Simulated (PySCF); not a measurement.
**Bond curve of CsRb⁺**

Set-up: basis Cs def2-SVP with ECP46, Rb def2-SVP with ECP28; scalar-relativistic core potentials; PySCF 2.14. Energies in eV from Cs⁺ + Rb in their ground configurations at the same level. State: ²Σ⁺ (doublet), unpaired electrons σ ↑.

```json
{"R (Å)": "4.528", "UHF-CCSD": "", "revPBE": "-0.5261"}
{"R (Å)": "4.739", "UHF-CCSD": "-0.4733", "revPBE": "-0.5690"}
{"R (Å)": "4.949", "UHF-CCSD": "-0.4988", "revPBE": "-0.5955"}
{"R (Å)": "5.107", "UHF-CCSD": "-0.5086", "revPBE": "-0.6069"}
{"R (Å)": "5.265", "UHF-CCSD": "-0.5118", "revPBE": "-0.6124"}
{"R (Å)": "5.423", "UHF-CCSD": "-0.5094", "revPBE": "-0.6131"}
{"R (Å)": "5.633", "UHF-CCSD": "-0.4989", "revPBE": "-0.6081"}
{"R (Å)": "5.897", "UHF-CCSD": "-0.4769", "revPBE": "-0.5949"}
{"R (Å)": "6.213", "UHF-CCSD": "-0.4412", "revPBE": "-0.5725"}
{"R (Å)": "6.634", "UHF-CCSD": "", "revPBE": "-0.5380"}
```

**Question.** Put a parabola through the three lowest points of the UHF-CCSD curve and estimate Re, k and ωe (reduced mass 51.81 u; 1 eV/Å² = 0.16022 mdyn/Å; ωe = 1302.8·√(k/μ) cm⁻¹).

**Answer.** Through R = 5.107, 5.265, 5.423 Å the second-order coefficient is 0.112 eV/Å², so Re ≈ 5.276 Å, k ≈ 0.0359 mdyn/Å and ωe ≈ 34 cm⁻¹. A polynomial fit of higher order to the unrounded UHF-CCSD energies gives Re = 5.271 Å, k = 0.0359 mdyn/Å, ωe = 34.3 cm⁻¹; anharmonicity and rounding make the difference.

The higher-order fit for each curve: UHF-CCSD: Re = 5.271 Å, ωe = 34.3 cm⁻¹, De = 0.51 eV; revPBE: Re = 5.369 Å, ωe = 29.7 cm⁻¹, De = 0.61 eV.

Correlated steps freeze no core orbitals. Correlated levels converge slowly with the basis: in double zeta they bind strong bonds too weakly, by up to about 1 eV, and carry superposition errors of some tenths. Spin–orbit coupling is left out. For an ion De counts to the pair picked by the measured ionisation energies or electron affinities, which need not be the lowest pair at this level. The state is the lowest determinant that a PBE0 search found; another state may lie lower at other levels.
